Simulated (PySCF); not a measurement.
**Bonding in `FC(F)C(=S)C(F)(F)F`**

Species: C3HF5S.
Numbering: `[F:1][CH:2]([F:3])[C:4](=[S:5])[C:6]([F:7])([F:8])[F:9]` (hydrogens: H10 on C2)

Cartesian coordinates in Å at the GFN2-xTB level; atoms count from 1:
```
atom  x, y, z in Å
F1    -1.242    0.635    1.299
C2    -1.251    0.418   -0.030
F3    -1.153    1.626   -0.628
C4    -0.094   -0.465   -0.453
S5    -0.250   -1.610   -1.568
C6     1.233   -0.200    0.244
F7     2.258   -0.708   -0.440
F8     1.470    1.101    0.407
F9     1.255   -0.766    1.459
H10   -2.218   -0.028   -0.312
```

Bond orders from the PBE0/pcSseg-1 density (PySCF). One conformer (not necessarily the lowest) at the GFN2-xTB geometry, without solvent, vibrations or thermal averaging.

Task: How far do the computed orders between heavy atoms stray from the drawn ones?

Result: The largest departure is 0.136, at C4–C6 (drawn single, 0.864). Drawn single, order below 0.88: C4–C6 (0.864).

Task: Set the Mayer orders of the bonds between heavy atoms beside their lengths.

Result: 
| bond | drawn as | length (Å) | Mayer order |
| --- | --- | --- | --- |
| F1–C2 | single | 1.346 | 0.979 |
| C2–F3 | single | 1.352 | 0.976 |
| C2–C4 | single | 1.516 | 0.896 |
| C4–S5 | double | 1.606 | 2.013 |
| C4–C6 | single | 1.521 | 0.864 |
| C6–F7 | single | 1.333 | 1.038 |
| C6–F8 | single | 1.332 | 1.026 |
| C6–F9 | single | 1.341 | 1.011 |

By pair of heavy elements: C–F: lowest C2–F3 and F1–C2 (0.976, 1.352 Å), highest C6–F7 (1.038, 1.333 Å). C–C: lowest C4–C6 (0.864, 1.521 Å), highest C2–C4 (0.896, 1.516 Å). Bonds named together lie within 0.004.

Task: And the bonds to hydrogen?

Result: C–H: 0.96 (1 bond).

Task: Sum the orders of all bonds at each heavy atom with more than one neighbour and set the sums beside the valence in the SMILES.

Result: C2 3.807 (drawn 4), C4 3.773 (drawn 4), C6 3.939 (drawn 4). Orders between atoms that aren't bonded are not in these sums.

The Mayer order sums products of elements of PS (density times overlap matrix) between the two atoms' basis functions, so it depends on the basis set.

The run behind these numbers computed NMR shieldings as well. Cost: about 50 s of CPU time on one thread; the machine was shared, so the figure is rough.
